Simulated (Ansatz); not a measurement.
`ClB1CS1` + H₂Te → `[TeH]B1CS1` + HCl at 700 K and 1 bar (ligand exchange at a B–Cl bond).

Isolated molecules relaxed with PBE0-D4/def2-TZVP in Ansatz; ΔE leaves out vibrations. CCSD(T)/CBS is the MP2 limit (def2-TZVPP, def2-QZVPP) plus CCSD(T) − MP2 in def2-TZVPP, frozen cores. This one scheme is used for every species. def2 core potentials past Kr. For Te outer-core shells are correlated without core-valence functions, which leaves a few kJ/mol of doubt a bond.

```json
{"species": "`ClB1CS1`", "CCSD(T)/CBS energy (Eh)": "-921.63854", "H − E (kJ/mol)": "134.6", "S (J/(mol·K))": "364.1"}
{"species": "H₂Te", "CCSD(T)/CBS energy (Eh)": "-268.91024", "H − E (kJ/mol)": "57.2", "S (J/(mol·K))": "261.6"}
{"species": "`[TeH]B1CS1`", "CCSD(T)/CBS energy (Eh)": "-730.16423", "H − E (kJ/mol)": "159.5", "S (J/(mol·K))": "408.3"}
{"species": "HCl", "CCSD(T)/CBS energy (Eh)": "-460.38127", "H − E (kJ/mol)": "38.4", "S (J/(mol·K))": "211.8"}
```

H − E and S are ideal-gas, rigid-rotor, harmonic terms from PBE0-D4/def2-TZVP. 1 Eh = 2625.50 kJ/mol, R = 8.31446 J/(mol·K).

Q: By hand: ΔE, ΔH, ΔS and ΔG.

A: ΔE = (-730.16423) + (-460.38127) − (-921.63854) − (-268.91024) = 0.00328 Eh = 8.6 kJ/mol. Δ(H − E) = 159.5 + 38.4 − 134.6 − 57.2 = 6.1, so ΔH = 14.7 kJ/mol. ΔS = 408.3 + 211.8 − 364.1 − 261.6 = -5.6 J/(mol·K). ΔG = 14.7 − 700 × (-5.6)/1000 = 18.6 kJ/mol.

Q: By hand: the equilibrium constant, and the temperature at which ΔG would vanish if ΔH and ΔS stayed fixed.

A: log₁₀ K = −ΔG/(RT ln 10) = -1.4. ΔH and −TΔS have one sign here, so there is no such temperature.

The number of gas molecules stays the same, so ΔS is small and ΔH decides. A doubt of 5 kJ/mol in ΔE shifts log₁₀ K by 0.4 here. These are equilibria of isolated gas molecules and say nothing of rates. Largest T1 diagnostic: 0.014 (customary marks: 0.02 for closed shells, 0.045 for open ones).

ΔS is within the doubt of such terms, so its sign, and with it that verdict, could turn.
